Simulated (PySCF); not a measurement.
An excited-state job on `C[C@@H]([SiH3])[Se][SiH2]F`.

Method: TDDFT CAM-B3LYP/def2-SVPD, vertical, gas phase, core orbitals frozen in the response (PySCF 2.14.0, density-fitted response routines). Geometry: GFN2-xTB. The input is one job of a driver script: a line of settings, then coordinates in Å.

Command:
```bash
OMP_NUM_THREADS=1 python probes_run.py task.json out
```

Input:
```
{"job": {"kind": "uv", "xc": "CAM-B3LYP", "basis": "def2-SVPD", "nstates": 8, "ntriplets": 3}, "charge": 0, "multiplicity": 1}
C     -1.553584    -0.702361     0.334151
C     -0.921502     0.072802    -0.805852
Si    -0.321349     1.822765    -0.319776
Se     0.533628    -1.000317    -1.680697
Si     2.182130    -1.083661    -0.138852
F      1.586653    -0.907777     1.347389
H     -1.880019    -1.688760     0.004770
H     -0.858440    -0.828852     1.160478
H     -2.423508    -0.159329     0.702424
H     -1.640528     0.156184    -1.627277
H      0.250756     2.458184    -1.505675
H     -1.503701     2.549184     0.148895
H      0.672587     1.716579     0.746887
H      3.120777     0.021212    -0.252582
H      2.751685    -2.417864    -0.147505
```

**Question.** Give the output.

**Answer.** 
```
coarse grid: 58064 points
cycle   1  E = -3161.4709616990  dE = -6.106e-01  |g| = 5.562e-01  |ddm| = 4.777e+00
cycle   2  E = -3161.4573104130  dE =  1.365e-02  |g| = 6.946e-01  |ddm| = 1.267e+00
cycle   3  E = -3161.5351115326  dE = -7.780e-02  |g| = 6.573e-02  |ddm| = 5.496e-01
cycle   4  E = -3161.5359609096  dE = -8.494e-04  |g| = 2.041e-02  |ddm| = 1.319e-01
cycle   5  E = -3161.5360840614  dE = -1.232e-04  |g| = 7.889e-03  |ddm| = 4.823e-02
cycle   6  E = -3161.5360955185  dE = -1.146e-05  |g| = 1.158e-03  |ddm| = 1.365e-02
cycle   7  E = -3161.5360959522  dE = -4.337e-07  |g| = 6.896e-04  |ddm| = 3.441e-03
final grid: 119296 points
cycle   8  E = -3161.5359877336  dE = -7.068e-08  |g| = 8.041e-04  |ddm| = 5.825e-03
cycle   9  E = -3161.5359876337  dE =  9.998e-08  |g| = 1.039e-03  |ddm| = 2.279e-03
cycle  10  E = -3161.5359879198  dE = -2.862e-07  |g| = 3.741e-05  |ddm| = 1.214e-03
cycle  11  E = -3161.5359879204  dE = -5.757e-10  |g| = 1.847e-05  |ddm| = 9.843e-05
converged SCF energy = -3161.5359879204

Static polarisability (au): isotropic 104.661, principal 93.130 100.398 120.455

Singlet excitations
state   eV       nm        f      main configurations
  1   4.4020    281.7   0.00101   H->L 0.94
  2   5.7454    215.8   0.02649   H->L+1 0.80
  3   6.0793    203.9   0.02446   H-1->L 0.81
  4   6.2230    199.2   0.03519   H->L+2 0.60, H->L+3 0.11, H-1->L 0.09
  5   6.7237    184.4   0.01863   H->L+4 0.65, H->L+1 0.08
  6   6.9243    179.1   0.01431   H->L+3 0.50, H->L+8 0.20, H->L+6 0.13
  7   7.0739    175.3   0.02218   H->L+6 0.41, H->L+5 0.24, H->L+7 0.12
  8   7.2337    171.4   0.09788   H-2->L 0.41, H->L+7 0.20

Triplet excitations (Tamm-Dancoff, eV): 3.9805 5.3471 5.4262
```

The SCF starts on a coarse grid where the log names one; the energy can jump when the final grid takes over, and dE then counts from the start density on the new grid. H and L stand for HOMO and LUMO; the number after each pair is its weight.

**Question.** Give S1 in cm⁻¹ and kJ/mol.

**Answer.** 4.4020 eV × 8065.54 = 35505 cm⁻¹; × 96.485 = 424.7 kJ/mol.

**Question.** Give the mean polarisability as a volume in Å³, and the ratio of the largest to the smallest principal value.

**Answer.** 104.661 au × 0.148185 = 15.51 Å³; 120.455/93.130 = 1.29.

In short: HOMO -7.99 eV, LUMO -0.05 eV; lowest singlet 4.40 eV; lowest triplet 3.98 eV (Tamm–Dancoff); mean polarisability 104.7 au.

 Relativistic effects, spin–orbit coupling among them, are left out although an element past zinc is present.

The run took 84 s on an Arm Neoverse N1 with one thread, shared host with 64 logical CPUs at a one-minute load of 34, and the process peaked at 1.0 GiB of memory.

One conformer stands for the species.
Labels such as C1 count atoms from 1, the log's own numbers from 0.
